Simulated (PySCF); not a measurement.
A calculated (M06-2X, PySCF 2.14, def2-SVP, the non-relativistic Hamiltonian (point nucleus)) atom or ion has these occupied shells.

| shell | electrons | orbital energy (eV) | rms radius, mean of both spins (bohr) |
| --- | --- | --- | --- |
| 1s α | 1 | -556.97 | 0.231 |
| 1s β | 1 | -554.94 | 0.231 |
| 2s α | 1 | -47.436 | 1.22 |
| 2s β | 1 | -39.592 | 1.22 |
| 2p α | 3 | -31.262 | 1.22 |

(1) Name the element and its charge.

Answers

(1) O⁺ (oxygen, charge +1), in [He] 2s2 2p3, high-spin 4S determinant.
